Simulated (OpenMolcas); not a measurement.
## Ar5+: input and output

Input:

```
&GATEWAY
Coord
1

Ar 0.0 0.0 0.0
Basis=ANO-L-VDZP
Group=XYZ
NoMove
AngMom=0.0 0.0 0.0
AMFI
&SEWARD
&RASSCF
FileOrb=start.orb
Symmetry=2
Spin=4
nActEl=3 0 0
Inactive=2 3
Ras2=1 3
CIRoot=1 1 1
SDav=1
CIMx=300
Iter=120 100
PrWF=0.3
OrbListing=Nothing
MaxOrb=0
Atom
>>> COPY $Project.JobIph JOBPRE
&RASSCF
FileOrb=start.orb
Symmetry=2
Spin=2
nActEl=3 0 2
Inactive=2 3
Ras2=1 3
Ras3=5 0
CIRoot=3 3 1
SDav=116
CIMx=300
Iter=120 100
PrWF=0.3
OrbListing=Nothing
MaxOrb=0
Thrs=2.0e-7 1.0e-1 5.0e-4
Atom
>>> COPY $Project.JobIph JOB001
&RASSCF
FileOrb=start.orb
Symmetry=2
Spin=4
nActEl=3 0 2
Inactive=2 3
Ras2=1 3
Ras3=5 0
CIRoot=13 13 1
SDav=46
CIMx=300
Iter=120 100
PrWF=0.3
OrbListing=Nothing
MaxOrb=0
Thrs=2.0e-7 1.0e-1 5.0e-4
Atom
CIOnly
>>> COPY $Project.JobIph JOB002
&RASSCF
FileOrb=start.orb
Symmetry=1
Spin=2
nActEl=3 0 2
Inactive=2 3
Ras2=1 3
Ras3=5 0
CIRoot=9 9 1
SDav=84
CIMx=300
Iter=120 100
PrWF=0.3
OrbListing=Nothing
MaxOrb=0
Thrs=2.0e-7 1.0e-1 5.0e-4
Atom
>>> COPY $Project.JobIph JOB003
&RASSCF
FileOrb=start.orb
Symmetry=1
Spin=4
nActEl=3 0 2
Inactive=2 3
Ras2=1 3
Ras3=5 0
CIRoot=15 15 1
SDav=28
CIMx=300
Iter=120 100
PrWF=0.3
OrbListing=Nothing
MaxOrb=0
Thrs=2.0e-7 1.0e-1 5.0e-4
Atom
CIOnly
>>> COPY $Project.JobIph JOB004
&RASSI
NrOfJobIphs=3 3 9 3
1 2 3
1 2 3 4 5 6 7 8 9
1 2 3
IphNames
JOB001
JOB003
JOB004
EJob
SpinOrbit
DIPRint=1.0
SOCoupling=1000.0
Subsets=2
MEES
Property=10
'ANGMOM' 1 'ANGMOM' 2 'ANGMOM' 3 'MLTPL  1' 1 'MLTPL  1' 2 'MLTPL  1' 3
'AMFI' 1 'AMFI' 2 'AMFI' 3 'MLTPL  2' 6
SOProperty=3
'ANGMOM' 1 'ANGMOM' 2 'ANGMOM' 3
```

Launched by
```bash
OMP_NUM_THREADS=1 MOLCAS_MEM=2252 MOLCAS_PROJECT=a pymolcas a.inp > a.log  # once for each step of the input, in one work folder
```

A driver script runs the steps one by one and writes start.orb anew before each from the orbitals found so far, so a CI-only block uses the converged orbitals of the first block.

Output, cut to the results:

```
--- SEWARD ---
Basis set label: AR.ANO-L...4S3P1D.

      Electronic valence basis set:
      ------------------
      Associated Effective Charge  18.000000 au
      Associated Actual Charge     18.000000 au
      Nuclear Model: Point charge

      Shell  nPrim  nBasis  Cartesian Spherical Contaminant
         s      17       4        X
         p      12       3        X
         d       5       1                 X
                  Atomic mean-field integrals
--- RASSCF ---
Wave function specifications:
      -----------------------------

      Number of closed shell electrons          10
      Number of electrons in active shells       3
      Max number of holes in RAS1 space          0
      Max nr of electrons in RAS3 space          2
      Number of inactive orbitals                5
      Number of active orbitals                  9
      Number of secondary orbitals               4
      Spin quantum number                      0.5
      State symmetry                             2
Orbital specifications:
      -----------------------

      Symmetry species                           1   2
                                                ag  au
      Frozen orbitals                            0   0
      Inactive orbitals                          2   3
      Active orbitals                            6   3
      RAS1 orbitals                              0   0
      RAS2 orbitals                              1   3
      RAS3 orbitals                              5   0
      Secondary orbitals                         1   3
      Deleted orbitals                           0   0
      Number of basis functions                  9   9
      Number of CSFs                           116
      Number of root(s) required                 3
      Iter CI   SX   CI       RASSCF       Energy    max ROT     max BLB   max BLB  Level Ln srch  Step   QN
          iter iter root      energy       change     param      element    value   shift minimum  type update
 Nr of preliminary CI iterations:   1
        1   1    4    0  -519.05385388    0.00E+00  -1.56E-02    3   9 1 -2.27E-02*  0.00   0.00    SX    NO
        2   1    4    0  -519.05455424   -7.00E-04*  9.66E-04    3   9 1 -1.35E-03*  0.00   0.00    SX    NO
        3   1    3    0  -519.05455684   -2.60E-06*  7.63E-05    1   6 2  1.08E-04   0.00   0.00    SX    NO
        4   1    3    0  -519.05455686   -1.90E-08   7.49E-06    3   9 1 -1.09E-05   0.00   0.00    SX    NO
      Convergence after  4 iterations
        5   1    3    0  -519.05455686   -1.49E-10   7.49E-06    1   6 2  9.87E-07   0.00   0.00    SX    NO
      Natural orbitals and occupation numbers for root  1
      sym 1:   1.932153   0.006046   0.006046   0.000325   0.000325   0.007894
      sym 2:   0.989039   0.029086   0.029086
      Natural orbitals and occupation numbers for root  2
      sym 1:   1.932153   0.006046   0.000325   0.007894   0.006046   0.000325
      sym 2:   0.029086   0.029086   0.989039
      Natural orbitals and occupation numbers for root  3
      sym 1:   1.932153   0.000325   0.006046   0.000325   0.006046   0.007894
      sym 2:   0.029086   0.989039   0.029086
::    RASSCF root number  1 Total energy:   -519.05455686
::    RASSCF root number  2 Total energy:   -519.05455686
::    RASSCF root number  3 Total energy:   -519.05455686
--- RASSCF ---
Wave function specifications:
      -----------------------------

      Number of closed shell electrons          10
      Number of electrons in active shells       3
      Max number of holes in RAS1 space          0
      Max nr of electrons in RAS3 space          2
      Number of inactive orbitals                5
      Number of active orbitals                  9
      Number of secondary orbitals               4
      Spin quantum number                      1.5
      State symmetry                             2
Orbital specifications:
      -----------------------

      Symmetry species                           1   2
                                                ag  au
      Frozen orbitals                            0   0
      Inactive orbitals                          2   3
      Active orbitals                            6   3
      RAS1 orbitals                              0   0
      RAS2 orbitals                              1   3
      RAS3 orbitals                              5   0
      Secondary orbitals                         1   3
      Deleted orbitals                           0   0
...
--- RASSI ---
SPIN-FREE ENERGIES:
  (Shifted by EMIN (a.u.) =       -519.0545568595)

 SF State       Relative EMIN(au)   Rel lowest level(eV)    D:o, cm**(-1)      L_eff

     1             0.0000000000        0.0000000000              0.0000         1.0
     2             0.0000000000        0.0000000000              0.0000         1.0
     3             0.0000000000        0.0000000000              0.0000         1.0
    13             0.4284704805       11.6592757407          94038.4008         1.0
    14             0.4284704805       11.6592757407          94038.4008         1.0
    15             0.4284704805       11.6592757407          94038.4008         1.0
     7             0.6001705888       16.3314737063         131722.2187         2.0
     8             0.6001705888       16.3314737063         131722.2187         2.0
     4             0.6001705888       16.3314737063         131722.2187         2.0
     5             0.6001705888       16.3314737063         131722.2187         2.0
     6             0.6001705888       16.3314737063         131722.2187         2.0
     9             0.7783445977       21.1798354797         170826.8936         0.0
    12             0.8386792454       22.8216248818         184068.8182         1.0
    10             0.8386792454       22.8216248818         184068.8182         1.0
    11             0.8386792454       22.8216248818         184068.8182         1.0
     Dipole printing threshold changed to   1.00000000E+00

++ Dipole transition strengths (spin-free states):
   -----------------------------------------------
     for osc. strength at least  1.00000000E+00

  ( Max oscillator strength is only   0.28017471479683259      )
--
Eigenvalues of complex Hamiltonian:
   -----------------------------------
  (Shifted by EMIN (a.u.) =       -519.0545568595)

 SO State       Relative EMIN(au)   Rel lowest level(eV)    D:o, cm**(-1)     J-value

...
```

The J values that RASSI prints are effective ones from its own formula and need not be integers or half-integers; the table below assigns J from the states.

Levels above the lowest, from the spin-orbit matrix, grouped by J:

```
Configuration  Term    J  E (cm-1)  Measured (cm-1)  Term weight %
       3s2 3p   2P*  1/2       0.0              0.0            100
       3s2 3p   2P*  3/2      2028             2208            100
       3s 3p2    4P  1/2     94224           100158            100
       3s 3p2    4P  3/2     94931           100958            100
       3s 3p2    4P  5/2     96048           102192            100
       3s 3p2    2D  3/2    133049           132463            100
       3s 3p2    2D  5/2    133107           132575            100
       3s 3p2    2S  1/2    172117           169804             99
       3s 3p2    2P  1/2    184621           182182             99
       3s 3p2    2P  3/2    185884           183577            100
```

Against the 9 measured excited levels shown (Saloman, J. Phys. Chem. Ref. Data 39, 033101 (2010)) the mean absolute deviation is 2900 cm-1; the largest miss in energy is 3s 3p2 4P 5/2: computed 96048, measured 102192 cm-1 (-6.0 %), and the largest in proportion 3s2 3p 2P* 3/2 (-8.1 %).

Terms from blocks run as CI alone lack orbitals of their own. Active for correlation alone: 3d; no level in the range computed is led by a configuration that fills it, so any true level of that kind is missing. The basis is small and was not contracted for so high a charge. Computed and measured levels are paired by configuration, term and J; levels that our copy of the source lacks, or whose pairing is in doubt (as where it misses far off the trend of its configuration), stay unpaired and out of the deviations. Levels of configurations outside the active space are missing. The first state left out of the spin-orbit step lies near 240000 cm-1 above the lowest spin-free state of the reference (among the parities and spins computed), and the list stops at four fifths of that energy or lower.

The term weight is that of the spin-free term in the level, not the purity of its configuration. * marks odd parity.
